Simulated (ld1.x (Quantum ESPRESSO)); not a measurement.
fluorine: excitation energies, all-electron against PAW

ld1.x (Quantum ESPRESSO) 7.5 input, shortened:

```
&input
   title='F', zed=9., rel=1, dft='PZ', iswitch=3,
   config='[He] 2s2 2p5'
 /
 &inputp
   pseudotype=3, lpaw=.true., tm=.true., lloc=-2, rcloc=1.00,
   nlcc=.true., new_core_ps=.true.,
   which_augfun='BESSEL', rmatch_augfun=0.35
 /
4
2S  1  0   2.00   0.00  0.40  0.55  0.0
2S  1  0   0.00   0.50  0.40  0.55  0.0
2P  2  1   5.00   0.00  0.95  1.30  0.0
2P  2  1   0.00   2.30  0.95  1.30  0.0
 &test
   configts(1)='2s2 2p5'
 /
```

Energies are relative to the spin-unpolarised reference configuration 2s2 2p5; without spin polarisation the order of configurations can differ from experiment. Spin-polarised rows fill each open shell by Hund’s rule, majority spin first.

Q: Give the all-electron excitation energy and the error of the potential for: 2s2 2p4; 2s2 2p3; 2s2 2p2; 2s2 2p1; 2s2 2p5.3; 2s1 2p6; 2s2 2p4.5; 2s2 2p5 (spin-polarised); 2s2 2p4 (spin-polarised).

A:

| valence configuration | charge | ΔE all-electron (eV) | error AE − PS (meV) |
| --- | --- | --- | --- |
| 2s2 2p4 | +1 | 19.555 | +1.9 |
| 2s2 2p3 | +2 | 58.067 | +16 |
| 2s2 2p2 | +3 | 118.799 | +47 |
| 2s2 2p1 | +4 | 204.666 | +87 |
| 2s2 2p5.3 | -0.3 | -2.726 | +0.4 |
| 2s1 2p6 | 0 | 18.390 | +5.9 |
| 2s2 2p4.5 | +0.5 | 7.630 | 0.0 |
| 2s2 2p5 (spin-polarised) | 0 | -0.379 | -0.2 |
| 2s2 2p4 (spin-polarised) | +1 | 17.723 | +1.2 |

Levels in the configuration 2s2 2p2:

| level | all-electron (eV) | pseudo (eV) |
| --- | --- | --- |
| 2s | -90.756 | -90.796 |
| 2p | -72.841 | -72.800 |
